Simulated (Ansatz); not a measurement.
Mulliken charges of `COB(N)F` from ωB97M-V/def2-TZVPP in Ansatz (PBE0-D4/def2-TZVP geometry).

```csv
atom,x (Å),y (Å),z (Å),charge (e)
C1,-1.333,0.263,-0.478,-0.200
O2,-0.092,0.111,-1.118,-0.304
B3,1.035,-0.142,-0.402,0.442
N4,1.089,-0.275,0.995,-0.281
F5,2.166,-0.269,-1.105,-0.274
H6,-1.325,1.107,0.221,0.117
H7,-1.619,-0.645,0.065,0.117
H8,-2.085,0.457,-1.243,0.128
H9,0.293,-0.195,1.599,0.118
H10,1.954,-0.463,1.469,0.138
```

**Question.** By hand: the dipole of these point charges (1 e Å = 4.8032 D).

**Answer.** Σ q r = (-0.455, 0.028, 0.547) e Å, of length 0.712 e Å = 3.42 D.

**Question.** How does the dipole of the full density compare? (Best estimate.)

**Answer.** Computed: (-0.369, 0.009, 0.596) e Å, 3.37 D; the point charges give 1.01 times that, at 8° from its direction.

Point charges leave out the atoms' own dipoles, such as those of lone pairs, and Mulliken's split depends on the basis, so the close match here is no proof of good charges.
